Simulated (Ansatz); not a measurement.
C7H7O (SMILES COc1cc[c]cc1), doublet, geometry from GFN2-xTB; CAM-B3LYP/def2-SV(P) in Ansatz (a quantum-chemistry and plane-wave program).

The Ansatz input:
Ansatz 0.2 input:
```yaml
crystal:
  periodic: [false, false, false]
  atoms:
    - {symbol: C, position_ang: [-2.55992014, -0.06325843, -0.90598104]}
    - {symbol: O, position_ang: [-1.33245146, -0.74520567, -0.97831893]}
    - {symbol: C, position_ang: [-0.27054711, -0.25461167, -0.27213638]}
    - {symbol: C, position_ang: [0.91374126, -0.98457946, -0.39316129]}
    - {symbol: C, position_ang: [2.05723722, -0.57915270, 0.27987066]}
    - {symbol: C, position_ang: [1.96833945, 0.54532303, 1.04998010]}
    - {symbol: C, position_ang: [0.84048150, 1.29138561, 1.20143484]}
    - {symbol: C, position_ang: [-0.30987339, 0.88386454, 0.52460604]}
    - {symbol: H, position_ang: [-3.24617313, -0.62589548, -1.53707612]}
    - {symbol: H, position_ang: [-2.94847022, -0.03967976, 0.11760281]}
    - {symbol: H, position_ang: [-2.47595001, 0.95986048, -1.28733095]}
    - {symbol: H, position_ang: [0.91863447, -1.86461753, -1.01761871]}
    - {symbol: H, position_ang: [2.97291804, -1.14252228, 0.18703150]}
    - {symbol: H, position_ang: [0.81367348, 2.17490708, 1.82099995]}
    - {symbol: H, position_ang: [-1.21177379, 1.46576733, 0.63526541]}
basis:
  gaussian:
    orbitals: def2-SV_P_.json
hamiltonian:
  xc: cam_b3lyp
magnetization: {spin_polarized: true, initial_magnetization: 1}
scf: {lower_state_search: full}
```
The basis file holds def2-SV(P) in the JSON format of the Basis Set Exchange.

The log (banner, timings and long lists left out):

```
Functional definition: CAM-B3LYP
1377 factors; integrals over basis functions are off by at most 1.6e-3 eV
366 factors; integrals over basis functions are off by at most 5.0e-6 eV
mean field evaluation 1: about -9399.6018 eV, gradient 3.2e1 eV
mean field evaluation 2: about -9399.9759 eV, gradient 3.2e1 eV
mean field evaluation 4: about -9404.9848 eV, gradient 3.1e0 eV
mean field evaluation 8: about -9405.0333 eV, gradient 4.3e-1 eV
mean field evaluation 16: about -9405.0364 eV, gradient 6.6e-3 eV
mean field evaluation 32: about -9404.4248 eV, gradient 7.6e0 eV
mean field evaluation 64: about -9400.6257 eV, gradient 4.1e-1 eV
mean field evaluation 96: about -9405.0364 eV, gradient 1.7e-4 eV
mean field -9405.03643796 eV, -345.6287141324 hartree, gradient 7.7e-5 eV, S^2 0.759557; 3 other end points of the search recorded, 0 dependent functions left out
reference -9405.03656682 eV, -345.6287188681 hartree; 29, 28 occupied and 97, 98 virtual orbitals, 1377 factors
Total energy: -9405.03656682 eV, -345.6287188681 hartree
```
